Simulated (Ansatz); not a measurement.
```xyz
2

S     0.0000    0.0000   -0.6813
O     0.0000    0.0000    0.6813
```

Basis set: cc-pVTZ on O; cc-pV(T+d)Z on S (spherical functions). Correlated methods keep 6 orbitals frozen. Correlation on ROHF uses semicanonical orbitals with singles. Charge 0, multiplicity 3.

Computed with Ansatz (development build ahead of 0.2.0); the reference of a correlated method needn't be the lowest determinant of its kind.

(1) Give the atomization energy at this shape (free ground-state atoms in the same class of orbitals less the molecule, no zero-point energy) of triplet SO by ROHF-CCSD(T), UHF-BCCD(T).

## Answers

(1)

```json
{"method": "ROHF-CCSD(T)", "atomization energy": "4.51 eV"}
{"method": "UHF-BCCD(T)", "atomization energy": "4.51 eV"}
```

Caution: the reference determinant was not shown to be the lowest; the shape is not the minimum.
